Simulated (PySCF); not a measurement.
PySCF input (BP86/def2-SVP):

```python
from pyscf import gto, dft

mol = gto.M(
    atom='''
    Si    0.00000000   -0.00000000   -0.00000000
    H    -0.01759500   -0.02301500    1.61556300
    H     0.01759500    0.02301500   -1.61556300
    H     1.53014500    0.00631700    0.01675500
    H    -0.77074900    1.32193100    0.01043800
    H    -0.75939600   -1.32824800   -0.02719300
    ''',
    basis='def2-svp',
    charge=-1,
    spin=0,
    verbose=4,
)

mf = dft.RKS(mol, xc='bp86')
mf.grids.level = 3
mf.conv_tol = 1e-9
mf.max_cycle = 100
mf.max_memory = 1500
mf.kernel()
if not mf.converged:
    mf = mf.newton()
    mf.kernel(mf.make_rdm1())
mf.dip_moment()
```

From the output:

```
grids dens level: 3
symmetrized grids: False
atomic radii adjust function: <function treutler_atomic_radii_adjust>
small_rho_cutoff = 0
Set gradient conv threshold to 3.16228e-05
Initial guess from minao.
tot grids = 68224
init E= -292.068238275838
  HOMO = -0.231725546972817  LUMO = -0.00228871011439974  gap/eV = 6.24329
cycle= 1 E= -292.339830719789  delta_E= -0.272  |g|= 0.245  |ddm|= 1.96
  HOMO = 0.10568817482129  LUMO = 0.278925012322061  gap/eV = 4.71401
cycle= 2 E= -292.357357348274  delta_E= -0.0175  |g|= 0.18  |ddm|= 1.02
  HOMO = 0.0611363390196393  LUMO = 0.244248878005985  gap/eV = 4.98275
cycle= 3 E= -292.370966236989  delta_E= -0.0136  |g|= 0.0463  |ddm|= 0.416
  HOMO = 0.0584355543116537  LUMO = 0.245373422694078  gap/eV = 5.08684
cycle= 4 E= -292.371711051417  delta_E= -0.000745  |g|= 0.00226  |ddm|= 0.0699
  HOMO = 0.0583315301915932  LUMO = 0.244853065958132  gap/eV = 5.07551
cycle= 5 E= -292.371712855516  delta_E= -1.8e-06  |g|= 0.000834  |ddm|= 0.0103
  HOMO = 0.0582403573919992  LUMO = 0.244899920667732  gap/eV = 5.07927
cycle= 6 E= -292.371713238288  delta_E= -3.83e-07  |g|= 2.7e-05  |ddm|= 0.00348
  HOMO = 0.0582351325755437  LUMO = 0.244896211572217  gap/eV = 5.07931
cycle= 7 E= -292.371713238676  delta_E= -3.88e-10  |g|= 2.55e-06  |ddm|= 0.000118
  HOMO = 0.0582350276542858  LUMO = 0.244896157269739  gap/eV = 5.07931
Extra cycle  E= -292.371713238678  delta_E= -1.59e-12  |g|= 2.61e-06  |ddm|= 1.08e-05
converged SCF energy = -292.371713238678

WARN: System has nonzero charge -1; the dipole moment is origin-dependent.
Location of origin: [0. 0. 0.]

Dipole moment(X, Y, Z, Debye):  0.00001,  0.00000, -0.00001
```

The dipole moment of an ion depends on the origin.

The geometry given is a B3LYP-D3(BJ)/def2-TZVP minimum.
